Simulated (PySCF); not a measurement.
Computed Raman spectrum (relative Raman activity) of a molecule CH8OSi2. The structure is a stationary point at B3LYP-D3(BJ)/def2-SVP. One conformer was computed; it need not be the lowest. Level of theory: B3LYP-D3(BJ)/def2-SVP run with PySCF. Frequencies are harmonic and unscaled.

Lines under 2 % of the strongest are left out, and lines within 2 cm⁻¹ are merged.

ν (cm⁻¹): 562 (w), 713 (w), 734 (vw), 738 (w), 779 (vw), 865 (vw), 921 (w), 939 (w), 948 (w), 956 (w), 963 (w), 997 (w), 1131 (vw), 1265 (vw), 1295 (vw), 1461 (w), 2200 (m), 2207 (m), 2213 (vs), 2230 (s), 2238 (m), 2264 (s), 2984 (m), 3054 (s) (against the strongest line: vs over 80 %, s over 45 %, m over 15 %, w over 4 %, vw less)

### Question
Pick the molecule that these values belong to.
A) [SiH3]CO[SiH3]
B) OC([SiH3])[SiH3]
C) C[SiH2]O[SiH3]
D) OC[SiH2][SiH3]

### Answer
A, [SiH3]CO[SiH3]
